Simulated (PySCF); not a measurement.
## HgB: energy against distance

Set-up: PySCF, scalar-relativistic core potentials, basis sets Hg def2-TZVPP with ECP60, B def2-TZVPP. Energies in eV from Hg + B in their ground configurations at the same level. State: ²Π (doublet), unpaired electrons π ↑.

All columns are PBE0. A positive dipole means Hg(−)B(+).

```csv
R (Å),E (eV),μ (D),Mulliken charge on Hg (basis-dependent),HOMO (eV),LUMO (eV),Mayer bond order,⟨S²⟩
2.029,-0.131,-1.83,0.15,-5.19,-2.84,1.23,0.75
2.123,-0.276,-1.77,0.16,-5.16,-2.76,1.10,0.75
2.217,-0.349,-1.69,0.16,-5.14,-2.69,0.98,0.76
2.288,-0.372,-1.63,0.15,-5.12,-2.64,0.89,0.76
2.359,-0.376,-1.57,0.15,-5.11,-2.60,0.81,0.76
2.430,-0.368,-1.50,0.14,-5.11,-2.56,0.74,0.76
2.524,-0.344,-1.40,0.12,-5.11,-2.51,0.64,0.76
2.642,-0.305,-1.28,0.10,-5.12,-2.48,0.54,0.76
2.784,-0.254,-1.12,0.08,-5.14,-2.49,0.43,0.76
2.972,-0.190,-0.92,0.06,-5.17,-2.50,0.31,0.75
```

A fit through these points gives, at Re = 2.343 Å, μ = -1.58 D and dμ/dR = 0.945 D/Å; the reduced mass is 10.44 u.

Question: How strong is the fundamental in the double-harmonic approximation, I = 42.26·(dμ/dR)²/μred km/mol?

Answer: I = 42.26·(0.945)²/10.44 = 3.61 km/mol at PBE0.

The bond is weak. Basis-set superposition, not corrected here, can be much of De in a small basis, most of all at correlated wavefunction levels. Functionals without a dispersion term scatter widely for such bonds, and LDA overbinds them. Spin–orbit coupling is left out, which matters for elements this heavy, above all for dissociation energies. The state was picked by a PBE0 search and need not be the measured ground state.
